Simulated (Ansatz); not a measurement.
Relaxation of CH$_{6}$BNO (10 atoms, charge 0, multiplicity 1), to a largest force component of 0.02 eV/Å in at most 40 steps.

Level of theory: RKS BHLYP-D4/6-31G (Ansatz 0.2.0).

```xyz
10
Properties=species:S:1:pos:R:3
B 0.000 0.000 0.000
C 0.000 0.000 1.600
H -1.000 -0.309 1.970
H 0.768 -0.711 1.970
H 0.232 1.020 1.970
N 1.342 0.000 -0.775
H 1.809 -0.918 -1.027
H 1.794 0.918 -1.053
O -1.221 0.000 -0.705
H -1.731 -0.847 -0.496
```

Where does it end, and by what steps?

The run converged. The force dipped under the threshold on the way, but the program's further checks kept it going. Limits of this set-up: no polarisation functions. After 20 steps the energy has fallen by 1.972 eV; H7 moved furthest, 1.27 Å.

```tsv
step	energy less start (eV)	largest force component (eV/Å)	accepted
0	0.0000	2.435	yes
1	-0.5384	2.638	yes
2	-0.7672	2.634	yes
3	-0.9968	1.490	yes
4	-1.1956	1.290	yes
5	-1.4366	1.307	yes
6	-1.7177	1.139	yes
7	-1.9003	0.549	yes
8	-1.9598	0.241	yes
9	-1.9620	0.195	yes
10	-1.9681	0.060	yes
11	-1.9519	0.584	no
12	-1.9692	0.018	yes
13	-1.9692	0.190	no
14	-1.9701	0.035	yes
15	-1.9704	0.092	yes
16	-1.9710	0.069	yes
17	-1.9714	0.005	yes
18	-1.9716	0.008	yes
19	-1.9716	0.021	yes
20	-1.9716	0.012	yes
```

```xyz
10
Properties=species:S:1:pos:R:3
B 0.126 -0.214 -0.010
C -0.006 0.097 1.528
H -0.905 0.681 1.734
H -0.088 -0.823 2.108
H 0.842 0.655 1.917
N 1.227 0.197 -0.770
H 1.288 -0.009 -1.746
H 1.994 0.711 -0.390
O -0.857 -0.921 -0.698
H -1.629 -1.222 -0.218
```

Whether the end is a true minimum wasn't checked by a vibrational analysis.

The run took 48 s on 1 thread of Arm Neoverse V1 (shared host), peak memory 0.15 GiB.
